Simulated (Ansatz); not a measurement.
Correlation energies of `C/C=C(\O)[SiH3]` by basis set

Cartesian coordinates in Å:
```
C -1.7297 -0.1185 -1.2956
C -0.7572 0.3902 -0.2887
C 0.3531 -0.2417 0.1020
O 0.6673 -1.4565 -0.4591
Si 1.5073 0.5216 1.3562
H -1.7790 0.5483 -2.1628
H -2.7390 -0.1628 -0.8748
H -1.4567 -1.1134 -1.6455
H -0.9587 1.3549 0.1654
H 1.4046 -1.8557 0.0071
H 2.8269 0.8327 0.7397
H 1.7653 -0.4557 2.4530
H 0.8958 1.7565 1.9031
```

The species carries charge 0 and has multiplicity 1. Geometry: relaxed with PBE0-D4/def2-TZVP. It is one conformer, not always the lowest. Frozen core, restricted reference, Ansatz. CBS rows extrapolate triple and quadruple zeta; past MP2 they add the triple-zeta difference.

| basis | HF (Eh) | MP2 corr. | CCSD corr. | (T) | CCSD(T) total |
| --- | --- | --- | --- | --- | --- |
| def2-TZVPP | -482.11598 | -0.86626 | -0.91442 | -0.03765 | -483.06805 |
| def2-QZVPP | ? | ? | – | – | – |
| CBS(def2) | ? | -0.97156 | ? | as TZ | ? |

**Question.** Fill in the withheld values. (Best estimate.)

**Answer.** The calculation gave: def2-QZVPP HF (Eh): -482.13407; def2-QZVPP MP2 corr.: -0.92675; CBS(def2) HF (Eh): -482.13657; CBS(def2) CCSD corr.: -1.01971; CBS(def2) CCSD(T) total: -483.19393.
